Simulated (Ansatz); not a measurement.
Basis sets compared for Cs₃Br₂. Total charge 0; doublet. Geometry PBE0-D4/def2-SVP. Ansatz on 4 threads of AMD EPYC 7B13 on a shared host; times are rough, and most runs start from earlier orbitals.

| atom | x (Å) | y (Å) | z (Å) |
| --- | --- | --- | --- |
| Cs1 | 2.5259 | -0.3687 | -2.4442 |
| Cs2 | -0.9104 | -3.4151 | 0.1365 |
| Cs3 | -0.9436 | 2.2259 | 1.3688 |
| Br4 | -2.1989 | -0.8478 | 1.8280 |
| Br5 | 1.5270 | 2.4057 | -0.8891 |

In the def2 sets Cs takes a core potential; there is no spin–orbit coupling. Another isomer (doublet) lies 0.23 eV lower at PBE0-D4/def2-TZVP; other spin states weren't run for this one.

Binding counts from free atoms (Cs doublet, Br doublet) in the same basis, without a counterpoise term.

```
           level  functions  energy (Eh)  HOMO (eV)  LUMO (eV)  binding per atom (eV)  wall time
 PBE-D4/def2-SVP        136   -5207.6207      -2.20      -1.78                   1.99      3.9 s
PBE0-D4/def2-SVP        136   -5207.7854      -2.56      -1.24                   2.00        7 s
```

Estimate the rows for PBE-D4/def2-TZVP (with forces), PBE0-D4/def2-TZVP.


| level | functions | energy (Eh) | HOMO (eV) | LUMO (eV) | binding per atom (eV) | wall time |
| --- | --- | --- | --- | --- | --- | --- |
| PBE-D4/def2-TZVP (with forces) | 183 | -5208.2473 | -2.20 | -1.73 | 1.98 | 6 s |
| PBE0-D4/def2-TZVP | 183 | -5208.4102 | -2.56 | -1.19 | 1.99 | 9 s |
